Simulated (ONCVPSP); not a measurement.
**Configuration tests for barium (Ba) (ONCV)**

ONCVPSP 4.0.1 input, shortened (lines: element, Z, core and valence counts, functional; n l f; lmax; l rc ep ncon nbas qcut; lloc lpopt rc5 dvloc0; l nproj debl; icmod fcfact rcfact), LDA (Perdew-Zunger), scalar-relativistic:

```
  Ba 56.00    9    4        3      upf
    1    0    2.00
    2    0    2.00
    2    1    6.00
    3    0    2.00
    3    1    6.00
    3    2   10.00
    4    0    2.00
    4    1    6.00
    4    2   10.00
    5    0    2.00
    5    1    6.00
    5    2    0.50
    6    0    1.50
    2
    0    2.30    0.00    4    8    6.00
    1    3.20    0.00    4    7    4.00
    2    3.15    0.00    4    7    2.60
    4    5    2.00    1.00
    0    3    2.90
    1    2    3.00
    2    1    3.00
    1    0.55    0.00
```

Energies are relative to the spin-unpolarised reference configuration 5s2 5p6 5d0.5 6s1.5; without spin polarisation the order of configurations can differ from experiment.

```
valence configuration  charge  ΔE all-electron (eV)  error AE − PS (meV)
      5s2 5p6 5d0 6s2       0                -0.643                 +1.2
      5s2 5p6 5d0 6s1      +1                 4.900                 +1.5
      5s2 5p6 5d1 6s1       0                 0.707                 -0.8
```

Task: What are ΔE and the potential's error for 5s2 5p6 5d0 6s0?

Result: ΔE = 15.070 eV all-electron; the error (AE − PS) is +2.4 meV.
